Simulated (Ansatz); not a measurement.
C₄H₁₁Ga (`C[CH2][GaH][CH2]C`), relaxed with RKS PBE0-D4/def2-TZVP in the Gaussian-basis code of Ansatz from a PBE-D4/def2-SVP geometry. The force threshold is 0.005 eV/Å; the program also tests the step.

The species carries charge 0 and has multiplicity 1.

Start:

```xyz
16

C     0.198   -2.524   -0.849
C    -0.640   -1.591    0.045
Ga   -0.673    0.277   -0.664
C     0.664    1.624   -0.037
C     0.189    2.339    1.241
H     0.223   -3.565   -0.459
H     1.255   -2.191   -0.928
H    -0.202   -2.583   -1.884
H    -1.681   -1.971    0.122
H    -0.225   -1.577    1.076
H    -1.775    0.689   -1.741
H     1.628    1.104    0.155
H     0.853    2.363   -0.843
H    -0.758    2.898    1.082
H     0.010    1.630    2.077
H     0.935    3.078    1.606
```

(1) By how much does the energy fall, and how many steps does the optimiser take? (Best estimate.)

(2) Which bonds change most? (Best estimate.)

(3) Give the relaxed structure. (An estimate is asked.)

Answers

(1) The calculation gave: 11.74 kJ/mol, in 41 steps, 1 of them rejected.

(2) Computed: Ga3–C4 from 1.998 to 1.980 Å; C2–Ga3 from 1.999 to 1.980 Å; C1–H7 from 1.111 to 1.093 Å; C5–H15 from 1.111 to 1.093 Å.

(3) Ansatz gave: 
```xyz
16

C    -0.354   -2.665   -0.736
C    -0.258   -1.363    0.050
Ga    0.197    0.254   -0.997
C     0.378    2.018   -0.116
C     0.148    2.035    1.390
H    -0.610   -3.516   -0.097
H     0.590   -2.906   -1.233
H    -1.114   -2.607   -1.520
H    -1.201   -1.155    0.571
H     0.486   -1.449    0.853
H     0.419    0.140   -2.560
H     1.376    2.401   -0.361
H    -0.313    2.705   -0.622
H    -0.856    1.689    1.650
H     0.851    1.381    1.914
H     0.263    3.037    1.814
```
